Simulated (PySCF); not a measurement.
ClF3H2Si2, SMILES F[Si](F)(F)[SiH2]Cl. Atoms are numbered in the order given.

```xyz
8

Si    -0.0538    -1.0689     0.0000
F      1.0287    -2.2627     0.0000
F     -0.9854    -1.2658    -1.2972
F     -0.9854    -1.2658     1.2972
Si     0.9999     1.0100     0.0000
Cl    -0.4964     2.4510     0.0000
H      1.8368     1.1531     1.2192
H      1.8368     1.1531    -1.2192
```

Geometry: B3LYP-D3(BJ)/def2-SVP. The structure was generated by enumeration, and PubChem lists no compound with its InChIKey, so it may never have been made. One conformer was computed; it need not be the lowest.

Method: PBE0/pcSseg-1 (PySCF).

GIAO shieldings, no solvent; atoms alike by connectivity are averaged. δ = σ(ref) − σ: ²⁹Si against TMS (σ = 352.7 ppm); ¹⁹F against CFCl3 (σ = 167.2 ppm); ³⁵Cl against HCl (σ = 945.9 ppm); ¹H against TMS (σ = 31.56 ppm), references at their B3LYP-D3(BJ)/def2-TZVP geometries, non-relativistic (without spin–orbit terms, shifts of atoms bonded to Cl or Br come out too high).

```csv
nucleus,atoms,count,δ (ppm)
²⁹Si,Si5,1,-34.7
²⁹Si,Si1,1,-48.8
¹⁹F,"F2, F3, F4",3,-131.8
³⁵Cl,Cl6,1,-112.2
¹H,"H7, H8",2,5.31
```
